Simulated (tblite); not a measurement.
Species: C₅H₇FO₂S₂.
Z-matrix (Å and degrees, GFN2-xTB geometry), rows numbered from 1:
```
C 
S   1  1.8201
C   2  1.8194  1  103.61
C   3  1.5291  2  118.13  1    48.90
F   4  1.3490  3  117.74  2     3.72
S   4  1.9000  3   93.25  2  -114.62
O   6  1.4508  4  108.47  3    94.97
C   3  1.5314  2  114.41  1   -66.08
C   8  1.4834  3  115.17  2  -130.28
O   9  1.2023  8  124.18  3   -19.38
H   1  1.0858  2  109.33  3   -90.83
H   1  1.0856  2  106.23  3   150.29
H   1  1.0851  2  110.83  3    30.82
H   3  1.0942  2  103.41  1   172.70
H   4  1.0935  3  113.85  2   131.84
H   8  1.0882  3  115.77  2     4.71
H   9  1.1050  8  114.24  3   163.19
```

All values are computed: GFN2-xTB (tblite) harmonic vibrations without scaling, gas phase. The method is semi-empirical: single wavenumbers can be off by several per cent or more. One conformer, not necessarily the lowest.

Harmonic wavenumbers (cm⁻¹): 44.0, 76.8, 98.4, 132.3, 144.8, 162.3, 166.5, 194.6, 216.8, 284.3, 313.1, 409.1, 423.6, 595.0, 608.9, 613.9, 689.5, 723.0, 792.2, 895.0, 941.4, 959.1, 962.2, 990.4, 1018.4, 1072.0, 1087.9, 1134.9, 1173.7, 1182.8, 1219.1, 1267.0, 1273.3, 1329.1, 1363.4, 1437.3, 1455.0, 1747.2, 2794.1, 2947.7, 2955.6, 3004.0, 3041.0, 3048.3, 3055.6.

A = 1253, B = 905.9, C = 698.7 MHz; mass 181.987 u (most abundant isotopes); point group C1, symmetry number 1.

Q: What is the zero-point energy?

A: Half the sum of the wavenumbers: 25022 cm⁻¹ = 299.33 kJ/mol.

Q: What is S at 400 K and 1 bar for an ideal gas of classical rigid rotors and harmonic oscillators?

A: Translation 179.87, rotation 130.79, vibration 194.17: S = 504.8 J/(mol K).

Q: And Cp and H(400 K) − H(0)?

A: Cp = 211.16 J/(mol K), of which vibrations give 177.90 (their classical limit is 45 R = 374.2); H(400 K) − H(0) = 52.35 kJ/mol without the zero-point energy, 39.05 from vibrations.

Q: How do the functions run with temperature in this model?

A: 
```json
{"T (K)": "100", "S (J/(mol K))": "309.4", "Cp (J/(mol K))": "93.2", "H − H(0) (kJ/mol)": "6.09", "G − H(0) (kJ/mol)": "-24.85", "ln q(vib)": "2.07"}
{"T (K)": "200", "S (J/(mol K))": "387.4", "Cp (J/(mol K))": "134.9", "H − H(0) (kJ/mol)": "17.57", "G − H(0) (kJ/mol)": "-59.90", "ln q(vib)": "5.43"}
{"T (K)": "300", "S (J/(mol K))": "449.5", "Cp (J/(mol K))": "174.4", "H − H(0) (kJ/mol)": "33.03", "G − H(0) (kJ/mol)": "-101.82", "ln q(vib)": "8.61"}
{"T (K)": "500", "S (J/(mol K))": "555.3", "Cp (J/(mol K))": "241.6", "H − H(0) (kJ/mol)": "75.05", "G − H(0) (kJ/mol)": "-202.62", "ln q(vib)": "14.48"}
{"T (K)": "800", "S (J/(mol K))": "683.4", "Cp (J/(mol K))": "301.5", "H − H(0) (kJ/mol)": "157.46", "G − H(0) (kJ/mol)": "-389.23", "ln q(vib)": "22.38"}
{"T (K)": "1000", "S (J/(mol K))": "753.4", "Cp (J/(mol K))": "326.0", "H − H(0) (kJ/mol)": "220.35", "G − H(0) (kJ/mol)": "-533.08", "ln q(vib)": "27.09"}
```

q(vib) and H(0) count from the zero-point level.

Q: Which modes carry the vibrational entropy at 400 K?

A: 44.0 cm⁻¹: 23.65; 76.8 cm⁻¹: 19.04; 98.4 cm⁻¹: 16.99; 132.3 cm⁻¹: 14.57; 144.8 cm⁻¹: 13.83; 162.3 cm⁻¹: 12.91 J/(mol K); the other 39 give 93.19 together.

Q: Blend soft modes into free rotors: weight 1/[1 + (100 cm⁻¹/ν̃)⁴] for the oscillator and the rest for a rotor with moment μB/(μ + B), μ = h/(8π²ν), B = 10⁻⁴⁴ kg m². What vibrational entropy results?

A: 180.36 J/(mol K) in place of 194.17, which changes −T·S at 400 K by +5.53 kJ/mol.

Q: What must be added to the electronic energy to get the Gibbs energy at 400 K and 1 bar?

A: ZPE + [H(400 K) − H(0)] − T·S = 299.33 + 52.35 − 201.93 = 149.75 kJ/mol.

Hindered rotation and anharmonicity are outside this model. Other conformers, if any are populated, would add a mixing term that is left out. The structure is chiral; the term R ln 2 for an equal mix with its mirror image is left out.
